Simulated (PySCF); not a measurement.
Several compounds and their computed core spectra got separated.

Theory: PySCF, delta-SCF UKS SCAN, pcX-2 on the ionised atom, pcseg-1 elsewhere, spin-free X2C. Geometries: GFN2-xTB; isolated species, one conformer each.

Line lists (1s up to Mg, 2p3/2 beyond; areas count atoms within a level, one atom standing for each set equivalent by bonding):
1. C 1s: 289.89 (area 1), 290.53 (area 1), 291.90 (area 1), 292.12 (area 1) eV; N 1s: 404.59 eV; Si 2p3/2: 107.20 eV
2. C 1s: 289.43 (area 2), 290.08 (area 2) eV; Si 2p3/2: 106.00 eV
3. C 1s: 289.72 (area 2), 290.39 (area 1) eV; Si 2p3/2: 106.31 eV
4. C 1s: 285.01 (area 1), 285.78 (area 2) eV; Si 2p3/2: 99.00 eV

Structures:
A. `[H]/N=C\CC#C[SiH3]`
B. `[SiH2-]C1CC1`
C. `C[Si]1(C)CC1`
D. `C1C[SiH2]C1`

Which list belongs to which compound?

- 1 = A: no other candidate has this set of levels. C 1s: 289.89 alkyne carbon, 290.53 alkyne carbon, 291.90 propargylic carbon, 292.12 imine carbon; N 1s: 404.59 imine nitrogen; Si 2p3/2: 107.20 SiH3 silicon.
- 2 = C: no other candidate has these counts of sites. C 1s: 289.43 sp3 carbon bound to silicon (×2), 290.08 Si-methyl carbon (×2); Si 2p3/2: 106.00 four-coordinate silicon.
- 3 = D: another candidate has the same counts of sites, so positions decide. C 1s: 289.72 sp3 carbon bound to silicon (×2), 290.39 four-membered-ring carbon; Si 2p3/2: 106.31 SiH2 silicon.
- 4 = B: another candidate has the same counts of sites, so positions decide. C 1s: 285.01 sp3 carbon bound to silicon, 285.78 three-membered-ring carbon (×2); Si 2p3/2: 99.00 silicon bonded to C and 2 H.

The 2p values aren't plain energy differences: one relaxed spin-free 2p hole is combined with a matrix within the shell (ground-state 2p orbital-energy differences and spin–orbit coupling). 2p3/2, the mean of its two sublevels, lies a third of the splitting below the shell's mean and 2p1/2 two thirds above it; the statistical areas are 2:1.
